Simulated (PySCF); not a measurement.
Species: C2H4N2Si.
SMILES: `C=N[SiH2]C#N`

The calculation used TDDFT CAM-B3LYP/def2-SVPD, vertical, gas phase, core orbitals frozen in the response (PySCF 2.14.0, density-fitted response routines). One conformer (not necessarily the lowest) at the PBE0-D3(BJ)/def2-SVP geometry, without solvent, vibrations or thermal averaging. Torsions of this conformer, `[CH2:1]=[N:2][SiH2:3][C:4]#[N:5]`: C1–N2–Si3–C4 118°.

Computed states:

```tsv
state	E (eV)	f
S1	4.09	0.0003
S2	6.36	0.031
S3	6.89	0.0019
S4	6.97	0.0043
S5	7.29	0.0030
S6	7.37	0.0019
S7	7.43	0.0069
S8	7.64	0.072
S9	7.84	0.118
S10	7.96	0.037
```

Broadening: Gaussians 0.4 eV wide at half height, area fixed by f = 4.319×10⁻⁹ ∫ε dν̃. The width is an assumption, not a result. The curve ends short of the highest state used, and states not computed would add to its high-energy end.

Problem. Give the broadened spectrum and its maxima.

Solution. 
(E (eV), ε (L mol⁻¹ cm⁻¹)): (3.49, 0), (3.58, 0), (3.67, 1), (3.76, 3), (3.85, 6), (3.94, 12), (4.03, 17), (4.12, 18), (4.21, 14), (4.30, 9), (4.39, 4), (4.48, 1), (4.57, 0), (4.66, 0), (4.75, 0), (4.84, 0), (4.93, 0), (5.02, 0), (5.11, 0), (5.20, 0), (5.29, 0), (5.38, 0), (5.47, 0), (5.56, 0), (5.65, 0), (5.74, 3), (5.83, 16), (5.92, 75), (6.01, 255), (6.10, 658), (6.19, 1282), (6.28, 1887), (6.37, 2099), (6.46, 1769), (6.55, 1147), (6.64, 621), (6.73, 383), (6.82, 373), (6.91, 437), (7.00, 475), (7.09, 514), (7.18, 682), (7.27, 1159), (7.36, 2163)

Maxima: 303 nm (4.09 eV), ε about 18, made up of S1 (100%); 195 nm (6.36 eV), ε about 2100, made up of S2 (100%) (ε in L mol⁻¹ cm⁻¹; maxima over ε = 5, shares over 10%). At its high-energy end, 7.36 eV, the curve is still rising (ε about 2200, from S7 and S8).

Problem. On this curve, what absorbance would a 10⁻⁵ mol/L sample give at 280 nm over a 1 cm path?

Solution. 280 nm is 4.428 eV, where ε is about 2.6 L mol⁻¹ cm⁻¹, so A = ε c l ≈ 2.6e-05 (Beer–Lambert, with the gas-phase spectrum and the assumed width).

Problem. Coming from long wavelengths, where does ε first pass 100 L mol⁻¹ cm⁻¹?

Solution. At about 209 nm (5.94 eV), 1.85 eV above S1.

Problem. What would ε be at 6.36 eV, the highest of these maxima, with half the width (0.2 eV)?

Solution. About 4200 L mol⁻¹ cm⁻¹ against 2100, a factor of about 2.00; a lone state at its own centre would give exactly 2.

The vertical ionisation energy (ΔSCF) is 10.13 eV, 2.17 eV above S10.

The run took 24 s of wall time on an x86-64 server with one thread, on a shared host.
